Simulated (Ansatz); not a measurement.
Consider the cleavage of the Si–Ge bond: `O[SiH2][SiH2][GeH3]` + PH₃ → `O[SiH2][SiH2]P` + GeH₄.

Calculated with Ansatz (gas phase, PBE0-D4/def2-TZVP geometries, no zero-point term in ΔE). CCSD(T)/CBS adds triple-zeta CCSD(T) − MP2 to the extrapolated MP2 energy (def2 sets, frozen cores). This one scheme is used for every species. Functionals use def2-TZVPP. For Ge outer-core shells are correlated without core-valence functions, which leaves a few kJ/mol of doubt a bond. Scalar relativity is left out up to krypton. Each species was taken in one conformer, which may not be the lowest.

| species | PBE-D4 energy (Eh) |
| --- | --- |
| `O[SiH2][SiH2][GeH3]` | -2735.41090 |
| PH₃ | -342.98482 |
| `O[SiH2][SiH2]P` | -999.33605 |
| GeH₄ | -2079.06008 |

**Question.** Work out ΔE.

**Answer.** ΔE = (-999.33605) + (-2079.06008) − (-2735.41090) − (-342.98482) = -0.00041 Eh = -0.3 kcal/mol. CCSD(T)/CBS gives +0.1 kcal/mol.

Largest T1 diagnostic among the species: 0.013.
